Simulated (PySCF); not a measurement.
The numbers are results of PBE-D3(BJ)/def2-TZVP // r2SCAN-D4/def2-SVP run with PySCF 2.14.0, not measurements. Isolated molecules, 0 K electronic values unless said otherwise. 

Reference species: [W(Cl)6] (neutral, multiplicity 1).

- charge on the central atom (Mulliken) = 0.88 e
- LUMO = -5.71 eV
- HOMO–LUMO gap = 2.13 eV

After one change: the charge on the central atom (Mulliken) rises by 0.13 e; the LUMO falls by 0.10 eV; the HOMO–LUMO gap drops by 0.06 eV.

Q: Which change was made? The new species is one of these.
A) [W(Cl)5(F)]
B) [W(Cl)2(F)4]
C) [W(Cl)(F)5]
D) [W(Cl)3(F)3]

A: A, [W(Cl)5(F)]
